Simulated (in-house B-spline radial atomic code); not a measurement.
Orbital energies and mean radii along the 24-electron series, configuration 1s2 2s2 2p6 3s2 3p6 3d3/2(4) 3d5/2(2). The effective charge is n√(-2ε), a non-relativistic measure. Computed with a radial B-spline atomic code at the basis-set limit: Dirac-Hartree-Fock, jj configuration that fills j = l - 1/2 first, finite nuclei.

```
  ion   Z  energy of 3d3/2 (Eh)  mean radius of 3d3/2 (bohr)  energy of 2p3/2 (Eh)  mean radius of 2p3/2 (bohr)  energy of 3d5/2 (Eh)  mean radius of 3d5/2 (bohr)  energy of 2p1/2 (Eh)  mean radius of 2p1/2 (bohr)  effective charge of 3d3/2
Sr14+  38                -18.79                      0.43911                -87.29                      0.15102               -18.648                       0.4421               -90.006                      0.14726                     18.391
Zr16+  40               -23.335                       0.4031               -100.77                      0.14239               -23.158                      0.40604               -104.16                      0.13841                     20.495
Nb17+  41               -25.779                       0.3873               -107.89                      0.13843               -25.582                      0.39022               -111.66                      0.13434                     21.541
Mo18+  42               -28.336                      0.37272               -115.27                      0.13467               -28.118                      0.37564               -119.44                      0.13047                     22.584
Tc19+  43               -31.008                      0.35923                -122.9                      0.13111               -30.766                      0.36214               -127.52                       0.1268                     23.625
Ru20+  44               -33.793                      0.34669               -130.78                      0.12772               -33.525                      0.34962               -135.88                      0.12331                     24.663
Rh21+  45               -36.693                      0.33502               -138.92                       0.1245               -36.397                      0.33795               -144.54                      0.11998                       25.7
Pd22+  46               -39.706                      0.32411               -147.31                      0.12144                -39.38                      0.32706                -153.5                      0.11681                     26.734
Ag23+  47               -42.834                       0.3139               -155.96                      0.11851               -42.475                      0.31687               -162.75                      0.11378                     27.767
Cd24+  48               -46.076                      0.30432               -164.86                      0.11572               -45.681                      0.30731                -172.3                      0.11088                     28.799
In25+  49               -49.432                      0.29531               -174.02                      0.11306               -48.999                      0.29832               -182.16                      0.10811                     29.829
Sn26+  50               -52.902                      0.28681               -183.44                      0.11051               -52.428                      0.28985               -192.32                      0.10546                     30.858
Sb27+  51               -56.488                      0.27879                -193.1                      0.10807               -55.969                      0.28186               -202.78                      0.10291                     31.887
Te28+  52               -60.188                      0.27121               -203.03                      0.10573               -59.621                       0.2743               -213.56                      0.10046                     32.915
 I29+  53               -64.002                      0.26402               -213.21                      0.10348               -63.385                      0.26715               -224.66                     0.098111                     33.942
Xe30+  54               -67.932                       0.2572               -223.65                      0.10133                -67.26                      0.26036               -236.07                     0.095849                     34.968
Cs31+  55               -71.977                      0.25072               -234.34                     0.099259               -71.246                      0.25391               -247.81                     0.093672                     35.994
Ba32+  56               -76.138                      0.24455               -245.29                     0.097269               -75.344                      0.24778               -259.87                     0.091575                      37.02
```

(1) How does the screening of 3d3/2 change?

Results:

(1) Z less the effective charge goes from 19.61 at Z = 38 to 18.98 at Z = 56.
